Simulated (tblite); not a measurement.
Species: CH8F2Si3.
Atom-mapped SMILES: `[F:1][SiH:2]([F:3])[CH2:4][SiH2:5][SiH3:6]` (hydrogens: H7 on Si2; H8, H9 on C4; H10, H11 on Si5; H12, H13, H14 on Si6)

Computed with GFN2-xTB (tblite), gas phase: L-BFGS steps from a force-field or distance-geometry start until the largest atomic force falls under 0.01 eV/Å.

Geometry at step 6:
```
atom  x, y, z in Å
F1      1.6235   -0.7791    2.1035
Si2     2.1676   -0.2665    0.6884
F3      2.3563    1.2840    1.0317
C4      0.8913   -0.4435   -0.6478
Si5    -0.5207    0.8166   -0.4417
Si6    -2.4759   -0.2005    0.1657
H7      3.4708   -0.8111    0.4458
H8      1.4183   -0.3301   -1.5891
H9      0.5645   -1.4749   -0.6981
H10    -0.0996    1.7799    0.5895
H11    -0.6359    1.5749   -1.7098
H12    -2.3190   -1.0526    1.3484
H13    -3.0509   -1.0075   -0.9161
H14    -3.3909    0.9100    0.4478
```

Q: What forces act on the atoms?

A: 
```
atom  Fx (eV/Å)  Fy (eV/Å)  Fz (eV/Å)
  F1     -0.022     -0.119     -0.003
 Si2      0.163      0.168      0.414
  F3      0.187      0.058      0.002
  C4      0.291     -0.296     -0.332
 Si5     -0.052      0.308     -0.133
 Si6     -0.039      0.037      0.015
  H7      0.235     -0.120      0.056
  H8     -0.032      0.355     -0.278
  H9     -0.377     -0.180      0.191
 H10     -0.095      0.056     -0.166
 H11      0.095     -0.076      0.120
 H12     -0.137      0.004     -0.039
 H13     -0.059     -0.024      0.083
 H14     -0.157     -0.171      0.069
```

The largest, 0.53 eV/Å, acts on C4; the rms over all components is 0.178 eV/Å. The forces sum to zero within rounding, as they must for an isolated molecule in no field.

Q: Give the force on C4 in Eh/bohr and in nN.

A: 0.532 eV/Å ÷ 51.422 = 0.01034 Eh/bohr, and 0.532 eV/Å × 1.602 = 0.85 nN.

Q: How far is this geometry from the end of the optimisation?

A: 0.177 eV above it, and 0.687 Å rms away after alignment. The bonds farthest from their final lengths, with half the difference of the two atoms' forces along the bond (positive lengthens):

| bond | now (Å) | final (Å) | force along bond (eV/Å) |
| --- | --- | --- | --- |
| Si5–Si6 | 2.286 | 2.313 | +0.07 |
| Si2–C4 | 1.856 | 1.876 | +0.25 |
| C4–Si5 | 1.904 | 1.924 | +0.34 |
| Si2–H7 | 1.433 | 1.445 | +0.12 |
| C4–H9 | 1.083 | 1.090 | +0.03 |
| Si5–H11 | 1.482 | 1.476 | -0.21 |

The angle farthest from its final value is Si5–Si6–H14, 104.4° against 110.4°.

Of the 4 listed bonds off by 0.010 Å or more, this force points towards the final length in 4.

What follows is the cost of the whole relaxation. Time: 0.96 s of wall time. Hardware: one thread, Arm Neoverse V2 (aarch64) (shared host).
